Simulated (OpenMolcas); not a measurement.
Os5+ in a point-charge field

Os5+ among 6 point charges of -1.5 e arranged as an octahedron (Oh), 1.92 Å from the ion.
```
   1.9200    0.0000    0.0000  -1.50
   0.0000    1.9200    0.0000  -1.50
  -1.9200    0.0000    0.0000  -1.50
   0.0000   -1.9200    0.0000  -1.50
   0.0000    0.0000    1.9200  -1.50
   0.0000    0.0000   -1.9200  -1.50
```

```yaml
Program: OpenMolcas
Method: CASSCF
Basis: ANO-RCC-VDZP [7s6p4d2f1g]
Scalar_Hamiltonian: DKH2, point nucleus
Active_space: 3 electrons in 5 orbitals (5d)
State_averaging: 2S+1 = 4 even, 10 roots; 2S+1 = 2 even, 40 roots
Spin-orbit_coupling: RASSI with atomic mean-field integrals over the reference wave functions
```

The lowest spin-free states (labels of O, the rotations of Oh), above the lowest:

```json
{"State": "4A2", "Degeneracy": "1", "E (cm-1)": "0.0", "Free-ion L (%)": "F (100)"}
{"State": "4T2", "Degeneracy": "3", "E (cm-1)": "8767", "Free-ion L (%)": "F (100)"}
{"State": "4T1", "Degeneracy": "3", "E (cm-1)": "14542", "Free-ion L (%)": "F (88)"}
{"State": "2E", "Degeneracy": "2", "E (cm-1)": "16873", "Free-ion L (%)": "G (68)"}
{"State": "2T1", "Degeneracy": "3", "E (cm-1)": "17683", "Free-ion L (%)": "G (51)"}
{"State": "2T2", "Degeneracy": "3", "E (cm-1)": "22939", "Free-ion L (%)": "D (41)"}
{"State": "2A1", "Degeneracy": "1", "E (cm-1)": "23303", "Free-ion L (%)": "G (100)"}
{"State": "4T1", "Degeneracy": "3", "E (cm-1)": "25311", "Free-ion L (%)": "P (88)"}
{"State": "2T2", "Degeneracy": "3", "E (cm-1)": "26060", "Free-ion L (%)": "H (51)"}
{"State": "2T1", "Degeneracy": "3", "E (cm-1)": "26764", "Free-ion L (%)": "H (51)"}
{"State": "2E", "Degeneracy": "2", "E (cm-1)": "28674", "Free-ion L (%)": "H (51)"}
{"State": "2T1", "Degeneracy": "3", "E (cm-1)": "31497", "Free-ion L (%)": "P (47)"}
{"State": "2T1", "Degeneracy": "3", "E (cm-1)": "35432", "Free-ion L (%)": "H (75)"}
{"State": "2T2", "Degeneracy": "3", "E (cm-1)": "36002", "Free-ion L (%)": "D (61)"}
{"State": "2A2", "Degeneracy": "1", "E (cm-1)": "41212", "Free-ion L (%)": "F (100)"}
{"State": "2E", "Degeneracy": "2", "E (cm-1)": "41820", "Free-ion L (%)": "D (42)"}
{"State": "2T2", "Degeneracy": "3", "E (cm-1)": "42105", "Free-ion L (%)": "F (87)"}
{"State": "2T1", "Degeneracy": "3", "E (cm-1)": "46185", "Free-ion L (%)": "F (87)"}
{"State": "2E", "Degeneracy": "2", "E (cm-1)": "62936", "Free-ion L (%)": "D (95)"}
{"State": "2T2", "Degeneracy": "3", "E (cm-1)": "65286", "Free-ion L (%)": "D (92)"}
```

The lowest levels with spin-orbit coupling:

```json
{"E (cm-1)": "0.0", "Degeneracy": "4", "Label": "Γ8", "2S+1": "4 (87 %)", "g": ""}
{"E (cm-1)": "8586", "Degeneracy": "4", "Label": "Γ8", "2S+1": "4 (85 %)", "g": ""}
{"E (cm-1)": "11147", "Degeneracy": "2", "Label": "Γ7", "2S+1": "4", "g": "0.03 0.03 0.03"}
{"E (cm-1)": "14350", "Degeneracy": "4", "Label": "Γ8", "2S+1": "4 (86 %)", "g": ""}
{"E (cm-1)": "14421", "Degeneracy": "2", "Label": "Γ6", "2S+1": "4 (79 %)", "g": "2.72 2.72 2.72"}
{"E (cm-1)": "16031", "Degeneracy": "4", "Label": "Γ8", "2S+1": "2 (58 %)", "g": ""}
{"E (cm-1)": "17489", "Degeneracy": "2", "Label": "Γ7", "2S+1": "4 (83 %)", "g": "1.83 1.83 1.83"}
{"E (cm-1)": "18205", "Degeneracy": "4", "Label": "Γ8", "2S+1": "2 (55 %)", "g": ""}
{"E (cm-1)": "20743", "Degeneracy": "2", "Label": "Γ6", "2S+1": "4 (70 %)", "g": "2.49 2.49 2.49"}
{"E (cm-1)": "21665", "Degeneracy": "2", "Label": "Γ6", "2S+1": "2 (74 %)", "g": "2.52 2.52 2.52"}
{"E (cm-1)": "22954", "Degeneracy": "4", "Label": "Γ8", "2S+1": "2 (56 %)", "g": ""}
{"E (cm-1)": "26833", "Degeneracy": "4", "Label": "Γ8", "2S+1": "4 (61 %)", "g": ""}
{"E (cm-1)": "27977", "Degeneracy": "2", "Label": "Γ6", "2S+1": "2 (63 %)", "g": "0.60 0.60 0.60"}
{"E (cm-1)": "28140", "Degeneracy": "4", "Label": "Γ8", "2S+1": "4 (55 %)", "g": ""}
{"E (cm-1)": "30511", "Degeneracy": "2", "Label": "Γ7", "2S+1": "2 (85 %)", "g": "2.18 2.18 2.18"}
{"E (cm-1)": "30791", "Degeneracy": "4", "Label": "Γ8", "2S+1": "2 (70 %)", "g": ""}
{"E (cm-1)": "31677", "Degeneracy": "2", "Label": "Γ7", "2S+1": "4 (62 %)", "g": "2.52 2.52 2.52"}
{"E (cm-1)": "32492", "Degeneracy": "2", "Label": "Γ6", "2S+1": "2 (62 %)", "g": "3.12 3.12 3.12"}
{"E (cm-1)": "32651", "Degeneracy": "4", "Label": "Γ8", "2S+1": "4 (74 %)", "g": ""}
{"E (cm-1)": "35267", "Degeneracy": "4", "Label": "Γ8", "2S+1": "2 (89 %)", "g": ""}
```

Powder χT (cm3 K/mol): 0.161 at 2 K, 0.162 at 10 K, 0.166 at 50 K, 0.172 at 100 K, 0.183 at 200 K, 0.195 at 300 K. The effective moment at 300 K is 2.828 √(χT) = 1.25 μB.

A least-squares ligand-field fit to the states below 45000 cm-1, each weighted by its degeneracy and with a free common offset, gives 10Dq = 9005 cm-1, B = 890 cm-1 and C = 3705 cm-1 (C/B = 4.16), with an rms deviation of 91 cm-1.

Spin-orbit coupling mixes the spin-free states strongly: the lowest level takes only 53 % from its leading state, 4A2. Without dynamic correlation the repulsion within the d shell is too large (B by tens of per cent), so at a given field states of lower spin stand too high. This field is weak: 10Dq is about 9005 cm-1, while octahedral complexes of 5d ions of charge 3 and more, computed by the same method with explicit ligands, had a median near 35000 cm-1. Ground spin and moment need not be those of a real site. This is an electrostatic model: the charges have no orbitals. No measured value stands beside these numbers.
